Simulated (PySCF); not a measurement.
AsF2, SMILES F[As]F, multiplicity 2.

Coordinates come from a B3LYP-D3(BJ)/def2-TZVP optimisation. The isomer is the one that the SMILES or the coordinates give; other isomers of the formula were not compared.

The numbers are results of TDA-CAM-B3LYP/def2-SVPD (PySCF), not measurements.

Vertical excitations. 

```tsv
state	energy (eV)	λ (nm)	f	main pairs
root 1	3.20	388	0.000	α HOMO→LUMO 99 %
root 2	4.07	305	0.003	α HOMO→LUMO+1 96 %
root 3	5.68	218	0.042	β HOMO→LUMO 95 %
root 4	6.35	195	0.073	α HOMO→LUMO+2 98 %
root 5	6.91	179	0.000	α HOMO−1→LUMO 38 %, β HOMO→LUMO+1 56 %
root 6	6.99	177	0.000	β HOMO−1→LUMO 99 %
root 7	7.29	170	0.001	β HOMO−2→LUMO 92 %
root 8	7.87	157	0.001	α HOMO−1→LUMO+1 36 %, β HOMO→LUMO+2 54 %
root 9	8.02	155	0.002	β HOMO−3→LUMO 89 %
root 10	8.22	151	0.002	β HOMO−4→LUMO 96 %
```
Unrestricted roots are not spin-pure.
